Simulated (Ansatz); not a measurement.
N-butyl-N-methylpyrrolidinium chloride (C9H20ClN). The state is a singlet with charge 0. Geometry r2SCAN-D4/def2-SVP.

Cartesian coordinates in Å:
```
C -3.722 1.378 1.474
C -2.905 0.274 0.815
C -1.450 0.680 0.570
C -0.714 -0.435 -0.146
N 0.770 -0.213 -0.327
C 1.019 1.064 -1.076
C 1.349 -1.374 -1.118
C 2.848 -1.299 -0.856
C 2.992 -0.599 0.524
C 1.560 -0.254 0.950
H -3.295 1.666 2.450
H -4.762 1.059 1.646
H -3.751 2.282 0.844
H -2.930 -0.637 1.441
H -3.359 -0.006 -0.152
H -0.974 0.938 1.536
H -1.444 1.592 -0.051
H -1.088 -0.561 -1.191
H -0.804 -1.386 0.405
H 0.441 0.973 -2.026
H 2.093 1.150 -1.275
H 0.690 1.904 -0.453
H 0.905 -2.279 -0.675
H 0.970 -1.262 -2.159
H 3.361 -0.727 -1.644
H 3.288 -2.306 -0.862
H 3.464 -1.246 1.278
H 3.612 0.306 0.450
H 1.455 0.702 1.481
H 1.114 -1.051 1.566
Cl -0.735 -0.334 -3.422
```

B3LYP takes the VWN-RPA correlation.

(1) Estimate the orbital energies around the gap (eV) in Ansatz with HF/def2-TZVP, r2SCANh-D4/def2-TZVP, B3LYP-D4/6-31G, PBE0-D4/def2-SVP, PBE0-D4/def2-TZVP.

## Answers

(1) 
```json
{"orbital": "HOMO−13", "HF/def2-TZVP": "-15.41", "r2SCANh-D4/def2-TZVP": "-10.98", "B3LYP-D4/6-31G": "-11.32", "PBE0-D4/def2-SVP": "-11.50", "PBE0-D4/def2-TZVP": "-11.58"}
{"orbital": "HOMO−12", "HF/def2-TZVP": "-15.12", "r2SCANh-D4/def2-TZVP": "-10.86", "B3LYP-D4/6-31G": "-11.19", "PBE0-D4/def2-SVP": "-11.41", "PBE0-D4/def2-TZVP": "-11.45"}
{"orbital": "HOMO−11", "HF/def2-TZVP": "-14.85", "r2SCANh-D4/def2-TZVP": "-10.59", "B3LYP-D4/6-31G": "-10.95", "PBE0-D4/def2-SVP": "-11.16", "PBE0-D4/def2-TZVP": "-11.19"}
{"orbital": "HOMO−10", "HF/def2-TZVP": "-14.67", "r2SCANh-D4/def2-TZVP": "-10.48", "B3LYP-D4/6-31G": "-10.83", "PBE0-D4/def2-SVP": "-11.05", "PBE0-D4/def2-TZVP": "-11.08"}
{"orbital": "HOMO−9", "HF/def2-TZVP": "-14.43", "r2SCANh-D4/def2-TZVP": "-10.36", "B3LYP-D4/6-31G": "-10.65", "PBE0-D4/def2-SVP": "-10.90", "PBE0-D4/def2-TZVP": "-10.95"}
{"orbital": "HOMO−8", "HF/def2-TZVP": "-14.39", "r2SCANh-D4/def2-TZVP": "-10.22", "B3LYP-D4/6-31G": "-10.54", "PBE0-D4/def2-SVP": "-10.77", "PBE0-D4/def2-TZVP": "-10.81"}
{"orbital": "HOMO−7", "HF/def2-TZVP": "-13.92", "r2SCANh-D4/def2-TZVP": "-9.68", "B3LYP-D4/6-31G": "-10.01", "PBE0-D4/def2-SVP": "-10.20", "PBE0-D4/def2-TZVP": "-10.27"}
{"orbital": "HOMO−6", "HF/def2-TZVP": "-13.67", "r2SCANh-D4/def2-TZVP": "-9.48", "B3LYP-D4/6-31G": "-9.83", "PBE0-D4/def2-SVP": "-10.01", "PBE0-D4/def2-TZVP": "-10.07"}
{"orbital": "HOMO−5", "HF/def2-TZVP": "-13.37", "r2SCANh-D4/def2-TZVP": "-9.36", "B3LYP-D4/6-31G": "-9.63", "PBE0-D4/def2-SVP": "-9.91", "PBE0-D4/def2-TZVP": "-9.94"}
{"orbital": "HOMO−4", "HF/def2-TZVP": "-13.20", "r2SCANh-D4/def2-TZVP": "-9.22", "B3LYP-D4/6-31G": "-9.48", "PBE0-D4/def2-SVP": "-9.76", "PBE0-D4/def2-TZVP": "-9.79"}
{"orbital": "HOMO−3", "HF/def2-TZVP": "-13.09", "r2SCANh-D4/def2-TZVP": "-8.95", "B3LYP-D4/6-31G": "-9.23", "PBE0-D4/def2-SVP": "-9.46", "PBE0-D4/def2-TZVP": "-9.53"}
{"orbital": "HOMO−2", "HF/def2-TZVP": "-8.51", "r2SCANh-D4/def2-TZVP": "-5.00", "B3LYP-D4/6-31G": "-4.93", "PBE0-D4/def2-SVP": "-5.02", "PBE0-D4/def2-TZVP": "-5.51"}
{"orbital": "HOMO−1", "HF/def2-TZVP": "-8.50", "r2SCANh-D4/def2-TZVP": "-4.99", "B3LYP-D4/6-31G": "-4.91", "PBE0-D4/def2-SVP": "-5.01", "PBE0-D4/def2-TZVP": "-5.50"}
{"orbital": "HOMO", "HF/def2-TZVP": "-8.44", "r2SCANh-D4/def2-TZVP": "-4.96", "B3LYP-D4/6-31G": "-4.90", "PBE0-D4/def2-SVP": "-5.00", "PBE0-D4/def2-TZVP": "-5.48"}
{"orbital": "LUMO", "HF/def2-TZVP": "2.73", "r2SCANh-D4/def2-TZVP": "0.14", "B3LYP-D4/6-31G": "0.85", "PBE0-D4/def2-SVP": "0.61", "PBE0-D4/def2-TZVP": "0.12"}
{"orbital": "LUMO+1", "HF/def2-TZVP": "3.33", "r2SCANh-D4/def2-TZVP": "0.68", "B3LYP-D4/6-31G": "1.37", "PBE0-D4/def2-SVP": "1.09", "PBE0-D4/def2-TZVP": "0.66"}
{"orbital": "LUMO+2", "HF/def2-TZVP": "3.48", "r2SCANh-D4/def2-TZVP": "0.96", "B3LYP-D4/6-31G": "1.98", "PBE0-D4/def2-SVP": "1.53", "PBE0-D4/def2-TZVP": "0.88"}
{"orbital": "LUMO+3", "HF/def2-TZVP": "3.93", "r2SCANh-D4/def2-TZVP": "1.39", "B3LYP-D4/6-31G": "2.21", "PBE0-D4/def2-SVP": "1.94", "PBE0-D4/def2-TZVP": "1.36"}
{"orbital": "LUMO+4", "HF/def2-TZVP": "4.09", "r2SCANh-D4/def2-TZVP": "1.56", "B3LYP-D4/6-31G": "2.44", "PBE0-D4/def2-SVP": "2.08", "PBE0-D4/def2-TZVP": "1.42"}
{"orbital": "LUMO+5", "HF/def2-TZVP": "4.21", "r2SCANh-D4/def2-TZVP": "1.59", "B3LYP-D4/6-31G": "2.59", "PBE0-D4/def2-SVP": "2.23", "PBE0-D4/def2-TZVP": "1.53"}
```
